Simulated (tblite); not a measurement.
C4H5F2O (doublet state).
SMILES with atom numbers: `[CH2:1]/[CH:2]=[CH:3]\[O:4][CH:5]([F:6])[F:7]` (hydrogens: H8, H9 on C1; H10 on C2; H11 on C3; H12 on C5)
Bond orders are those of one Lewis drawing.

Computed with GFN2-xTB (tblite), gas phase: L-BFGS steps from a force-field or distance-geometry start until the largest atomic force falls under 0.01 eV/Å.

Step 26: E = -668.3590 eV
```
atom  x, y, z in Å  |  force x, y, z in eV/Å
C1     -2.1281    0.2143    0.5680   -0.025   0.013  -0.014
C2     -1.3550    0.6373   -0.4769   -0.015   0.006   0.011
C3     -0.0332    0.2902   -0.6635   -0.028   0.003  -0.023
O4      0.5667   -0.6018    0.2034    0.022   0.028  -0.044
C5      1.9133   -0.5731    0.2715    0.042  -0.023   0.023
F6      2.2985   -1.5544    1.0934    0.046  -0.023   0.048
F7      2.5017   -0.8260   -0.9267   -0.049   0.003  -0.017
H8     -3.1468    0.5402    0.6601   -0.018  -0.041   0.041
H9     -1.7291   -0.4486    1.3149   -0.034   0.035  -0.030
H10    -1.7830    1.2994   -1.2170    0.050  -0.011  -0.002
H11     0.5602    0.6381   -1.4949    0.010   0.009   0.029
H12     2.3360    0.3838    0.6417    0.000   0.000  -0.022
```

Step 27: E = -668.3597 eV
```
atom  x, y, z in Å  |  force x, y, z in eV/Å
C1     -2.1290    0.2131    0.5673   -0.009   0.023  -0.031
C2     -1.3560    0.6384   -0.4773   -0.002   0.004   0.007
C3     -0.0327    0.2930   -0.6622   -0.030   0.015  -0.023
O4      0.5668   -0.5978    0.2069    0.010   0.036  -0.057
C5      1.9135   -0.5741    0.2711    0.031  -0.021   0.022
F6      2.2963   -1.5538    1.0963    0.053  -0.031   0.022
F7      2.4962   -0.8299   -0.9295   -0.043  -0.013   0.007
H8     -3.1504    0.5308    0.6593   -0.009  -0.031   0.031
H9     -1.7256   -0.4445    1.3166   -0.035   0.030  -0.036
H10    -1.7810    1.3002   -1.2204    0.038  -0.030   0.021
H11     0.5621    0.6432   -1.4929   -0.009  -0.007   0.057
H12     2.3409    0.3807    0.6387    0.006   0.025  -0.021
```

Problem. Estimate the geometry and energy of step 28. (The exact step hangs on the optimiser's Hessian estimate; all steps are aligned on step 27, rigid shifts and turns removed.)

Solution. E = -668.3604 eV, largest force 0.067 eV/Å
```
atom  x, y, z in Å  |  force x, y, z in eV/Å
C1     -2.1298    0.2119    0.5660   -0.002   0.026  -0.033
C2     -1.3572    0.6400   -0.4780    0.010   0.001   0.000
C3     -0.0325    0.2982   -0.6609   -0.016   0.014  -0.008
O4      0.5669   -0.5908    0.2105    0.001   0.023  -0.041
C5      1.9140   -0.5757    0.2713    0.012  -0.007   0.012
F6      2.2936   -1.5543    1.1000    0.047  -0.024  -0.013
F7      2.4887   -0.8364   -0.9323   -0.026  -0.030   0.027
H8     -3.1545    0.5182    0.6583   -0.005  -0.015   0.016
H9     -1.7209   -0.4389    1.3181   -0.031   0.018  -0.033
H10    -1.7801    1.2997   -1.2241    0.018  -0.032   0.028
H11     0.5646    0.6501   -1.4895   -0.021  -0.009   0.063
H12     2.3483    0.3772    0.6347    0.013   0.037  -0.018
```

The energy changes by -0.0007 eV. The first-order estimate −F·Δx gives -0.0010 eV and the mean of the old and new forces, exact on a quadratic surface, -0.0007 eV. The step makes an angle of 77° with the force vector and moves no atom by more than 0.013 Å.

The cost below is that of the whole relaxation. The run took 0.38 s wall on an Arm Neoverse V1 with one thread, shared host.
